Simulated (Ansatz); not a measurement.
CrO2(NH2)2 (CrN2O2H4). Charge 0, multiplicity 3. Geometry B3LYP-D4/def2-SVP, that of the neutral singlet.

```xyz
9

Cr   -0.042    0.110   -0.606
O     0.335   -0.957   -1.669
O    -0.532    1.470   -1.170
N     1.427    0.434    0.375
H     2.169   -0.247    0.503
H     1.608    1.327    0.822
N    -1.374   -0.571    0.388
H    -2.076    0.004    0.843
H    -1.516   -1.569    0.516
```

At PBE0-D4/def2-TZVP a singlet of charge 0 lies 1.90 eV below the triplet at the same geometry.

Task: Estimate the α-spin orbital energies around the gap (eV) in Ansatz with PBE-D4/def2-TZVP, r2SCAN-D4/def2-TZVP, PBE0-D4/def2-TZVP.

Result: 
```json
{"orbital": "HOMO−5", "PBE-D4/def2-TZVP": "-8.66", "r2SCAN-D4/def2-TZVP": "-8.93", "PBE0-D4/def2-TZVP": "-10.14"}
{"orbital": "HOMO−4", "PBE-D4/def2-TZVP": "-8.38", "r2SCAN-D4/def2-TZVP": "-8.79", "PBE0-D4/def2-TZVP": "-10.10"}
{"orbital": "HOMO−3", "PBE-D4/def2-TZVP": "-7.59", "r2SCAN-D4/def2-TZVP": "-7.95", "PBE0-D4/def2-TZVP": "-9.29"}
{"orbital": "HOMO−2", "PBE-D4/def2-TZVP": "-7.09", "r2SCAN-D4/def2-TZVP": "-7.53", "PBE0-D4/def2-TZVP": "-8.70"}
{"orbital": "HOMO−1", "PBE-D4/def2-TZVP": "-6.57", "r2SCAN-D4/def2-TZVP": "-6.84", "PBE0-D4/def2-TZVP": "-8.11"}
{"orbital": "HOMO", "PBE-D4/def2-TZVP": "-3.20", "r2SCAN-D4/def2-TZVP": "-3.73", "PBE0-D4/def2-TZVP": "-5.62"}
{"orbital": "LUMO", "PBE-D4/def2-TZVP": "-2.92", "r2SCAN-D4/def2-TZVP": "-2.93", "PBE0-D4/def2-TZVP": "-1.83"}
{"orbital": "LUMO+1", "PBE-D4/def2-TZVP": "-1.68", "r2SCAN-D4/def2-TZVP": "-1.43", "PBE0-D4/def2-TZVP": "-0.50"}
{"orbital": "LUMO+2", "PBE-D4/def2-TZVP": "-0.96", "r2SCAN-D4/def2-TZVP": "-0.80", "PBE0-D4/def2-TZVP": "-0.12"}
{"orbital": "LUMO+3", "PBE-D4/def2-TZVP": "-0.91", "r2SCAN-D4/def2-TZVP": "-0.67", "PBE0-D4/def2-TZVP": "0.02"}
{"orbital": "LUMO+4", "PBE-D4/def2-TZVP": "-0.36", "r2SCAN-D4/def2-TZVP": "0.15", "PBE0-D4/def2-TZVP": "0.54"}
{"orbital": "LUMO+5", "PBE-D4/def2-TZVP": "0.51", "r2SCAN-D4/def2-TZVP": "1.32", "PBE0-D4/def2-TZVP": "1.38"}
{"orbital": "β HOMO", "PBE-D4/def2-TZVP": "-6.47", "r2SCAN-D4/def2-TZVP": "-6.73", "PBE0-D4/def2-TZVP": "-7.89"}
{"orbital": "β LUMO", "PBE-D4/def2-TZVP": "-5.85", "r2SCAN-D4/def2-TZVP": "-5.66", "PBE0-D4/def2-TZVP": "-5.05"}
```
